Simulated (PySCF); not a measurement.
# From computed data to an observable: chemical shift, span and skew from a shielding tensor

1,1,1-trifluoroethane (C₂H₃F₃), SMILES FC(C)(F)F. Atoms are numbered in the order given.

```xyz
8

C      0.0000     0.0000     1.4742
C      0.0000     0.0000    -0.0305
F     -1.0836    -0.6256    -0.5253
F      1.0836    -0.6256    -0.5253
F      0.0000     1.2512    -0.5253
H     -0.8966     0.5177     1.8406
H      0.8966     0.5177     1.8406
H      0.0000    -1.0353     1.8406
```

Geometry: B3LYP-D3(BJ)/def2-SVP.

GIAO shieldings from PBE/pcSseg-1 in PySCF, non-relativistic, no solvent. The symmetric part of the tensor of F3 has the principal values 144.2, 233.6, 319.6 ppm. The same nucleus in CFCl3 has σ = 133.6 ppm at this level (PySCF, at its B3LYP-D3(BJ)/def2-TZVP geometry).

Q: Work out the isotropic shielding, the ¹⁹F shift against CFCl3, the span and the skew.

A: 
σ(iso) = (σ11 + σ22 + σ33)/3 = 232.5 ppm. δ = σ(ref) − σ(iso) = 133.6 − (232.5) = -98.9 ppm.
Span Ω = σ33 − σ11 = 175.4 ppm. Skew κ = 3(σ(iso) − σ22)/Ω = -0.02. Tumbling in solution averages the tensor to δ; in a static solid the shielding alone would spread this spin-1/2 line over Ω.
